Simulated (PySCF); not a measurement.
**Question.** What does the PBE0-D3(BJ)/def2-SVP structure of PbMe4, `[CH3][Pb]([CH3])([CH3])[CH3]` look like in three dimensions?

**Answer.** 
```xyz
17
C4H12Pb angstrom
Pb    -0.006    0.002    0.002
C      0.002   -0.025    2.245
H     -1.026    0.070    2.619
H      0.605    0.813    2.619
H      0.433   -0.972    2.598
C      2.109    0.009   -0.741
H      2.115   -0.096   -1.835
H      2.659   -0.829   -0.291
H      2.595    0.955   -0.463
C     -1.063    1.841   -0.724
H     -0.944    1.927   -1.813
H     -0.631    2.727   -0.238
H     -2.131    1.773   -0.478
C     -1.057   -1.824   -0.766
H     -2.049   -1.900   -0.299
H     -0.468   -2.718   -0.518
H     -1.172   -1.752   -1.856
```

Orientation and origin are arbitrary. Atoms count from 1 in this order. All 4 C–Pb bonds measure 2.242 to 2.243 Å. Pb1 (lead bonded to 4 C) is tetrahedral (angles from 109.2° to 109.6°).

Bonds between heavy atoms (Å): Pb1–C2 2.243, Pb1–C6 2.242, Pb1–C10 2.242, Pb1–C14 2.243.

Computed, not measured: PBE0-D3(BJ)/def2-SVP geometry optimisation, gas phase, def2 core potentials past Kr in PySCF.

Point group: T (tolerance 0.08 Å). Stationary, but not proved a minimum.
